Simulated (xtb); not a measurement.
C$_{2}$H$_{5}$S (SMILES CC[S]), doublet, from a rough starting geometry; GFN2-xTB (xtb).

xtb was given this input:
```
$ xtb mol.xyz --gfn 2 --uhf 1 --opt vtight --json

# file mol.xyz
8

C      0.84418041     0.13231046     0.00794587
C     -0.70263872    -0.23299953     0.01968599
S     -1.79799352     1.09683402    -0.24141440
H      1.20214369     0.01217456     1.03125136
H      1.38041764    -0.38788209    -0.67011596
H      0.87749837     1.23462758    -0.17046163
H     -0.93515923    -0.75639059     0.86289054
H     -0.84923791    -0.94865997    -0.90586292
```

Problem. What does xtb print? Leave out banner, timings and long lists.

Solution. 
```
   ID    Z sym.   atoms
    1    6 C      1, 2
    2   16 S      3
    3    1 H      4-8

           -------------------------------------------------
          |                Calculation Setup                |
           -------------------------------------------------

           -------------------------------------------------
          |                 G F N 2 - x T B                 |
           -------------------------------------------------

          ...................................................
          :                      SETUP                      :
          :.................................................:
          :  # basis functions                  23          :
          :  # atomic orbitals                  22          :
          :  # shells                           12          :
          :  # electrons                        19          :
          :  max. iterations                   250          :
          :  Hamiltonian                  GFN2-xTB          :
          :  restarted?                      false          :
          :  GBSA solvation                  false          :
          :  PC potential                    false          :
          :  electronic temp.          300.0000000     K    :
          :  accuracy                    1.0000000          :
          :  -> integral cutoff          0.2500000E+02      :
          :  -> integral neglect         0.1000000E-07      :
          :  -> SCF convergence          0.1000000E-05 Eh   :
          :  -> wf. convergence          0.1000000E-03 e    :
          :  Broyden damping             0.4000000          :
          :  net charge                          0          :
          :  unpaired electrons                  1          :
          ...................................................

 iter      E             dE          RMSdq      gap      omega  full diag
   1    -10.1151656 -0.101152E+02  0.379E+00    6.01       0.0  T
   2    -10.1213858 -0.622016E-02  0.549E+00    5.68       1.0  T
   3    -10.1320758 -0.106900E-01  0.156E+00    5.74       1.0  T
   4    -10.1323076 -0.231797E-03  0.899E-01    5.76       1.0  T
   5    -10.1326249 -0.317248E-03  0.466E-01    5.71       1.0  T
   6    -10.1326192  0.562189E-05  0.432E-01    5.71       1.0  T
   7    -10.1327152 -0.959646E-04  0.135E-01    5.72       1.0  T
   8    -10.1327237 -0.847619E-05  0.613E-02    5.72       1.0  T
   9    -10.1327235  0.150787E-06  0.613E-02    5.72       1.0  T
  10    -10.1327250 -0.149271E-05  0.183E-02    5.72       1.9  T
  11    -10.1327251 -0.128709E-06  0.512E-03    5.72       6.9  T
  12    -10.1327252 -0.101353E-07  0.123E-03    5.72      28.7  T
  13    -10.1327252 -0.609328E-09  0.433E-04    5.72      81.6  T
  14    -10.1327252 -0.789449E-10  0.692E-05    5.72     510.8  T

   *** convergence criteria satisfied after 14 iterations ***

         :::::::::::::::::::::::::::::::::::::::::::::::::::::
         ::                     SUMMARY                     ::
         :::::::::::::::::::::::::::::::::::::::::::::::::::::
         :: total energy             -10.012521204220 Eh    ::
         :: gradient norm              0.157681351488 Eh/a0 ::
         :: HOMO-LUMO gap              5.719061715777 eV    ::
         ::.................................................::
         :: SCC energy               -10.132724603101 Eh    ::
         :: -> isotropic ES            0.003515268472 Eh    ::
         :: -> anisotropic ES          0.001217805985 Eh    ::
         :: -> anisotropic XC          0.005322550251 Eh    ::
         :: -> dispersion             -0.003300683927 Eh    ::
         :: repulsion energy           0.120203398880 Eh    ::
         :: add. restraining           0.000000000000 Eh    ::
         :: total charge              -0.000000000000 e     ::
         :::::::::::::::::::::::::::::::::::::::::::::::::::::

      -----------------------------------------------------------
[...]
 * total energy  :   -10.0302159 Eh     change       -0.4957919E-03 Eh
 * total energy  :   -10.0308764 Eh     change       -0.6604950E-03 Eh
 * total energy  :   -10.0314483 Eh     change       -0.5719133E-03 Eh
 * total energy  :   -10.0317667 Eh     change       -0.3184265E-03 Eh
 * total energy  :   -10.0318300 Eh     change       -0.6329701E-04 Eh
 * total energy  :   -10.0318523 Eh     change       -0.2228878E-04 Eh
 * total energy  :   -10.0318691 Eh     change       -0.1686195E-04 Eh
 * total energy  :   -10.0318690 Eh     change        0.1285460E-06 Eh
 * total energy  :   -10.0318727 Eh     change       -0.3661571E-05 Eh
 * total energy  :   -10.0318728 Eh     change       -0.1253199E-06 Eh
 * total energy  :   -10.0318731 Eh     change       -0.2979654E-06 Eh
 * total energy  :   -10.0318731 Eh     change       -0.3808335E-07 Eh
   *** GEOMETRY OPTIMIZATION CONVERGED AFTER 20 ITERATIONS ***
         :: total energy             -10.031873144547 Eh    ::
[...]
         5        2.0000           -0.5145116             -14.0006
         6        2.0000           -0.4933252             -13.4241
         7        2.0000           -0.4655234             -12.6675
         8        2.0000           -0.4548952             -12.3783
         9        1.5526           -0.3790565             -10.3147
        10        1.4474           -0.3786550             -10.3037 (HOMO)
        11                         -0.1752978              -4.7701 (LUMO)
        12                         -0.0065473              -0.1782
        13                         -0.0022209              -0.0604
        14                          0.0057621               0.1568
        15                          0.0130659               0.3555
        16                          0.1052746               2.8647
        17                          0.1450185               3.9462
        18                          0.1578033               4.2940
        19                          0.1786278               4.8607
        20                          0.2258739               6.1463
        21                          0.2745566               7.4711
        22                          0.3252946               8.8517
      -------------------------------------------------------------
                  HL-Gap            0.2033572 Eh            5.5336 eV
             Fermi-level           -0.3279161 Eh           -8.9231 eV

     #   Z          covCN         q      C6AA      α(0)
     1   6 C        3.785    -0.103    22.474     6.753
     2   6 C        3.795     0.001    20.566     6.458
     3  16 S        1.006    -0.164   146.053    20.440
     4   1 H        0.925     0.052     2.292     2.368
     5   1 H        0.925     0.045     2.379     2.412
     6   1 H        0.925     0.052     2.293     2.368
     7   1 H        0.925     0.058     2.222     2.331
     8   1 H        0.925     0.058     2.222     2.331

 Mol. C6AA /au·bohr⁶  :        831.569711
 Mol. C8AA /au·bohr⁸  :      25690.468845
 Mol. α(0) /au        :         45.460539

Wiberg/Mayer (AO) data.
largest (>0.10) Wiberg bond orders for each atom

 ---------------------------------------------------------------------------
     #   Z sym  total        # sym  WBO       # sym  WBO       # sym  WBO
 ---------------------------------------------------------------------------
     1   6 C    3.977 --     2 C    1.015     4 H    0.986     6 H    0.986
                             5 H    0.979
     2   6 C    3.966 --     3 S    1.032     1 C    1.015     8 H    0.960
                             7 H    0.959
     3  16 S    1.084 --     2 C    1.032
     4   1 H    0.996 --     1 C    0.986
     5   1 H    0.996 --     1 C    0.979
     6   1 H    0.996 --     1 C    0.986
     7   1 H    0.980 --     2 C    0.959
     8   1 H    0.980 --     2 C    0.960
 ---------------------------------------------------------------------------

Topologies differ in total number of bonds
Writing topology from bond orders to xtbtopo.mol

molecular dipole:
                 x           y           z       tot (Debye)
 q only:        0.534      -0.463      -0.118
   full:        0.700      -0.701      -0.180       2.558
molecular quadrupole (traceless):
                xx          xy          yy          xz          yz          zz
 q only:       -1.348       2.294       0.178       0.568      -0.247       1.170
  q+dip:       -2.961       4.158       0.026       1.033      -0.764       2.935
   full:       -2.598       3.828       0.078       0.950      -0.635       2.519

optimized geometry written to: xtbopt.xyz

           -------------------------------------------------
          | TOTAL ENERGY              -10.031873144547 Eh   |
          | GRADIENT NORM               0.000179880208 Eh/α |
          | HOMO-LUMO GAP               5.533632294773 eV   |
           -------------------------------------------------

normal termination of xtb
```
